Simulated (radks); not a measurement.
Values are calculated unless marked as measured or tabulated.
Q: Spin polarisation of the 4f5 shell in Pm2+. Start: [Xe] 4f(up 2.5, down 2.5); electrons of 4f are moved from spin down to spin up, other shells keep equal spins. Level of theory: non-relativistic Kohn-Sham, PBE, spin-polarised, spherical densities, point nucleus (a radial shooting solver on a logarithmic mesh with Libxc functionals). Estimate the energy gained and the exchange splitting at a moment of 5 Bohr magnetons.

A: At moment 5 the spin-polarisation energy is -4.393 eV and the 4f exchange splitting 3.504 eV, that is 0.701 eV per Bohr magneton; E = -I m^2/4 would give I = 0.703 eV.
